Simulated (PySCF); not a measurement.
# Indirect couplings

Bonds (- single, = double, # triple, : aromatic): C1-C2 1.452 Å, C2#C3 1.219 Å, C3-Ge4 1.896 Å, Ge4-C5 2.013 Å, C5-C6 1.501 Å, C5=O7 1.205 Å. C1 carries H8, H9, H10; Ge4 carries H11, H12; C6 carries H13, H14, H15.

Indirect spin–spin couplings were computed at B3LYP/pcJ-1 (pcSseg-1 on Ge) (without the spin–dipole term) (PySCF) on a PBE0-D3(BJ)/def2-SVP structure, for the isolated molecule, without vibrational or relativistic corrections. Couplings are averaged over pairs made equivalent by symmetry, fast rotation or ring inversion, so a value needn't be that of the named pair in this geometry, while other rotamers aren't included; one pair stands for each set, and the list holds those of at least 1.5 Hz over up to four bonds, among pairs with at least one C or H atom (others weren't computed).

Isotopes: ¹³C, ¹H, ¹⁷O. Couplings to quadrupolar nuclei such as 17O and 33S are rarely resolved in practice.

| pair | bonds | J (Hz) |
| --- | --- | --- |
| C1, C2 | 1 | 72.1 |
| C1, H8 | 1 | 138.3 |
| C2, C3 | 1 | 162.1 |
| C5, C6 | 1 | 35.7 |
| C5, O7 | 1 | ? |
| C6, H13 | 1 | 135.4 |
| C1, C3 | 2 | ? |
| C2, H8 | 2 | -10.4 |
| C3, C5 | 2 | ? |
| C3, H11 | 2 | ? |
| C5, H11 | 2 | ? |
| C5, H13 | 2 | -5.3 |
| H8, H9 | 2 | -18.3 |
| H11, H12 | 2 | 8.5 |
| H13, H14 | 2 | ? |
| C2, C5 | 3 | 2.5 |
| C2, H11 | 3 | ? |
| C3, O7 | 3 | -2.2 |
| C3, H8 | 3 | 5.8 |
| C6, H11 | 3 | 2.4 |
| O7, H13 | 3 | -2.7 |

Question: Estimate the withheld couplings, with signs.

Answer: 
- ¹J(C5,O7) = 40.6 Hz (bond length 1.205 Å)
- ²J(C1,C3) = 9.2 Hz (angle at C2 179°)
- ²J(C3,C5) = 6.0 Hz (angle at Ge4 111°)
- ²J(C3,H11) = 10.9 Hz (angle at Ge4 110°)
- ²J(C5,H11) = 7.8 Hz (angle at Ge4 108°)
- ²J(H13,H14) = -15.3 Hz (mean over equivalent pairs that range from -21.8 to -11.8 Hz in this conformer)
- ³J(C2,H11) = 5.0 Hz

Relativistic effects of the heavier atoms present are left out.
